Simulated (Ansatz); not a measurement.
Ansatz (a program for electronic structure) input (r2SCAN/def2-TZVPD):

Ansatz 0.2 input:
```yaml
crystal:
  periodic: [false, false, false]
  atoms:
    - {symbol: Se, position_ang: [1.43267820, 0.84148578, -0.15596491]}
    - {symbol: C, position_ang: [-0.00331877, -0.48646846, 0.12717665]}
    - {symbol: C, position_ang: [-0.90585264, -0.74837250, -1.07423442]}
    - {symbol: C, position_ang: [-2.11878745, -1.45485201, -0.44647435]}
    - {symbol: C, position_ang: [-2.24919805, -0.85747260, 0.98143753]}
    - {symbol: C, position_ang: [-0.97554837, -0.00791273, 1.20799838]}
    - {symbol: H, position_ang: [2.13457621, 0.06330132, -1.19028868]}
    - {symbol: H, position_ang: [0.48246509, -1.40995121, 0.44383004]}
    - {symbol: H, position_ang: [-1.20055768, 0.20637839, -1.51601620]}
    - {symbol: H, position_ang: [-0.41876079, -1.33640183, -1.85259066]}
    - {symbol: H, position_ang: [-1.93387707, -2.52910949, -0.38867027]}
    - {symbol: H, position_ang: [-3.02362444, -1.31946810, -1.03898799]}
    - {symbol: H, position_ang: [-2.32539566, -1.65098103, 1.72516585]}
    - {symbol: H, position_ang: [-3.14552416, -0.24536809, 1.08092929]}
    - {symbol: H, position_ang: [-0.56630721, -0.10931917, 2.21262806]}
    - {symbol: H, position_ang: [-1.19782141, 1.05087242, 1.05138465]}
basis:
  gaussian:
    orbitals: def2-TZVPD
hamiltonian:
  xc: {name: r2SCAN}
total_charge: 1
magnetization: {spin_polarized: true, initial_magnetization: 1}
```

Output:

```
Functional definition: r2SCAN
integrals: 0.41 GiB planned
1803 factors; their error is unknown
0.57 GiB of the device are held for the grids
2.54 GiB of device memory are held for the factors and their scratch space
mean field: 2.99 GiB planned
mean field evaluation 1: about -70656.3693 eV, gradient 7.9e1 eV
mean field evaluation 2: about -70308.2416 eV, gradient 2.4e2 eV
mean field evaluation 4: about -70677.3219 eV, gradient 3.6e1 eV
mean field evaluation 8: about -70687.7899 eV, gradient 6.1e-1 eV
mean field evaluation 16: about -70687.7252 eV, gradient 6.1e-3 eV
mean field evaluation 32: about -70686.9943 eV, gradient 2.8e0 eV
mean field -70687.72518440 eV, -2597.7259866656 hartree, gradient 5.5e-5 eV, S^2 0.755599; 4 other end points of the search recorded, 0 dependent functions left out
reference -70687.72520232 eV, -2597.7259873242 hartree; 37, 36 occupied and 295, 296 virtual orbitals, 1803 factors
Total energy: -70687.72520232 eV, -2597.7259873242 hartree
```

This state (charge 1, doublet) is run at the relaxed geometry of the species with charge 0 and multiplicity 1.
